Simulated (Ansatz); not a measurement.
Geometry optimisation, RKS r2SCAN-D4/6-31G (Ansatz 0.2.0).

input.yaml

```yaml
crystal:
  periodic: [false, false, false]
  atoms:
    - { symbol: C, position_ang: [0.5359, 0.8418, 1.8364] }
    - { symbol: C, position_ang: [0.8259, 0.1927, 0.5068] }
    - { symbol: Si, position_ang: [1.108, -1.6302, 0.7663] }
    - { symbol: Al, position_ang: [-0.5758, 0.4128, -0.8264] }
    - { symbol: C, position_ang: [-0.4633, -0.3916, -2.6587] }
    - { symbol: "N", position_ang: [-2.2438, 1.3546, -0.3439] }
    - { symbol: H, position_ang: [-0.4034, 0.4516, 2.2781] }
    - { symbol: H, position_ang: [1.3664, 0.794, 2.5361] }
    - { symbol: H, position_ang: [0.3251, 1.9885, 1.6947] }
    - { symbol: H, position_ang: [1.7488, 0.6535, 0.1031] }
    - { symbol: H, position_ang: [1.4849, -2.2673, -0.4765] }
    - { symbol: H, position_ang: [-0.0521, -2.2545, 1.3406] }
    - { symbol: H, position_ang: [2.1999, -1.775, 1.7158] }
    - { symbol: H, position_ang: [0.495, -0.8735, -2.7098] }
    - { symbol: H, position_ang: [-0.5415, 0.4049, -3.3969] }
    - { symbol: H, position_ang: [-1.2667, -1.0922, -2.7868] }
    - { symbol: H, position_ang: [-2.6189, 0.8879, 0.5002] }
    - { symbol: H, position_ang: [-1.962, 2.3131, -0.0273] }
basis:
  gaussian: { orbitals: "6-31G" }
hamiltonian:
  xc: r2scan
  dispersion: d4
relax:
  f_tol: 0.015
  max_steps: 40
output:
  orbitals: {}
```

Launched with:

```bash
$ ansatz run input.yaml --threads 2 --pin off --max-ram 3072MiB --backend cpu --events-out ev --progress --plain --runs-dir out
```

Q: Where does it end, and by what steps?

A: The run converged. Limits of this set-up: no polarisation functions. After 16 steps the energy has fallen by 1.288 eV; H17 moved furthest, 1.36 Å.

```csv
step,energy less start (eV),largest force component (eV/Å),accepted
0,0.0000,2.711,yes
1,-0.5125,1.416,yes
2,-0.6774,1.868,yes
3,-0.7624,0.433,yes
4,-0.8603,1.045,yes
5,-0.9574,1.243,yes
6,-1.0458,1.082,yes
7,-1.1559,0.909,yes
8,-1.2496,0.296,yes
9,-1.2803,0.197,yes
10,-1.2739,0.333,no
11,-1.2857,0.058,yes
12,-1.2856,0.098,no
13,-1.2870,0.035,yes
14,-1.2877,0.033,yes
15,-1.2878,0.050,yes
16,-1.2881,0.010,yes
```

```xyz
18
Properties=species:S:1:pos:R:3
C 0.599 0.978 1.840
C 0.887 0.223 0.518
Si 1.230 -1.635 0.846
Al -0.594 0.390 -0.791
C -0.589 -0.356 -2.618
N -2.059 1.251 -0.198
H -0.298 0.581 2.336
H 1.431 0.893 2.555
H 0.429 2.050 1.662
H 1.808 0.621 0.054
H 1.661 -2.349 -0.410
H -0.021 -2.318 1.349
H 2.299 -1.839 1.894
H 0.253 -1.044 -2.769
H -0.510 0.435 -3.377
H -1.514 -0.911 -2.823
H -2.907 1.375 -0.737
H -2.144 1.670 0.720
```

Run time: 76 s on 2 threads of Intel(R) Xeon(R) Platinum 8488C (Sapphire Rapids), with other jobs on the host, peak memory 0.22 GiB.
